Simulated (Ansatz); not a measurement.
Consider the cleavage of the Si–Si bond: `C[SiH2][SiH2]O` + `N[SiH2][AlH2]` → `O[SiH2]N[SiH2][AlH2]` + `C[SiH3]`.

Computed with Ansatz on PBE0-D4/def2-TZVP structures; ΔE is electronic, products minus reactants. CCSD(T)/CBS adds triple-zeta CCSD(T) − MP2 to the extrapolated MP2 energy (def2 sets, frozen cores). This one scheme is used for every species. DFT in def2-TZVPP. Each species was taken in one conformer, which may not be the lowest.

```csv
level,ΔE (kJ/mol)
r2SCAN-D4,-82.4
r2SCAN,-81.9
```

What does CCSD(T)/CBS give? (An estimate is asked.)

The calculation gave: -89.1 kJ/mol. The listed levels differ from it by 6.7, 7.2 kJ/mol.

Largest T1 diagnostic among the species: 0.012.

In def2-TZVPP, CCSD(T) changes the Hartree–Fock value by +10.6 kJ/mol (the triples alone add +1.0 kJ/mol) and MP2 by +3.7 kJ/mol. From PBE to PBE0 (25 % exact exchange), in def2-TZVPP and without D4, ΔE moves by −6.5 kJ/mol.
